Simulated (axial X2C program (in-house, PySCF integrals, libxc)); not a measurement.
**Testing model relations on BaP**

A bond curve at the PBE0 level, with spin–orbit coupling, was computed with an in-house all-electron X2C program for linear molecules (integrals from PySCF) (basis Ba dyall-cv3z [14s14p9d5f1g], P dyall-v3z [8s7p2d1f] (cores contracted in-house)) for the state Ω = 1/2 (⟨Sz⟩ = 0.50, ⟨Lz⟩ = 0.00 at PBE0). Its fit gives Re = 2.5177 Å, ωe = 359.1 cm⁻¹, ωexe = 0.716 cm⁻¹ and αe = 3.016e-04 cm⁻¹; the masses are 137.9052 and 30.9738 u. Two-component means X2C with spin–orbit coupling and atomic mean-field Coulomb and Gaunt terms.

Q: Find the reduced mass, Be and the force constant.

A: From the PBE0 values: μ = 25.2929 u. Be = 16.8576/(μ Re²) = 0.1051 cm⁻¹. k = 5.8918×10⁻⁷ μ ωe² = 1.92 mdyn/Å.

Q: The dipole moment p changes by 6.88 D/Å at Re. What harmonic infrared intensity follows?

A: I = 42.256 × (dp/dR)²/μ = 79 km/mol.

Q: Estimate the centrifugal constant by the Kratzer relation.

A: D = 4Be³/ωe² = 3.61e-08 cm⁻¹.

Q: Estimate De from a Morse curve and compare with the computed well depth of 2.049 eV to Ba + P.

A: De(Morse) = ωe²/(4ωexe) = 5.582 eV against 2.049 eV computed, a ratio of 2.72. The extrapolation overshoots: the well softens faster than a Morse curve, or the lowest atomic limit lies below the one to which the curve heads.

Q: Where do the fundamental and the first overtone lie?

A: ν(1←0) = ωe − 2ωexe = 357.7 cm⁻¹; ν(2←0) = 2ωe − 6ωexe = 713.9 cm⁻¹.

The state is a single determinant with fixed occupations, the lowest that a limited PBE0 search found. De is counted from the lowest determinant-based energies of the atoms at the same level, without counterpoise correction. Density functionals use the spin component along the axis (collinear). Other states lie close and PBE0, whose exact exchange favours high spin, may order them wrongly; the determinant shown need not be the ground state. The nearest other 2c determinant of the search, Ω = 3/2, lies 0.24 eV up at the distance of the search.
